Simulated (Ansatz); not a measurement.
Basis-set extrapolation for C2H6F2SSi2, SMILES `C=C[SiH2]S[SiH](F)F` (PBE0-D4/def2-TZVP geometry, frozen core, Ansatz). Multiplicity 1, RHF reference.

```json
{"": "HF", "def2-TZVPP": "-1253.847341", "def2-QZVPP": "-1253.890036"}
{"": "MP2 correlation", "def2-TZVPP": "-1.231424", "def2-QZVPP": "-1.336278"}
{"": "CCSD(T) correlation", "def2-TZVPP": "-1.335234", "def2-QZVPP": "not run"}
```

Energies in hartree. Use E(X) = E(∞) + A·exp(−7.88·√X) for Hartree–Fock and E(X) = E(∞) + B·X^(−2.97) for correlation, with X = 3 and 4, and add CCSD(T) minus MP2 of the smaller set to the MP2 limit.

Task: What is the CCSD(T) energy at the basis-set limit?

Result: HF limit: -1253.890036 + (-0.042695) × 0.13774 = -1253.89592. MP2 limit: -1.336278 + (-0.104854) × 0.74074 = -1.41395. Higher-order term: -1.335234 − (-1.231424) = -0.10381. Total: -1255.41368 hartree, 606.8 kJ/mol below CCSD(T)/def2-TZVPP.
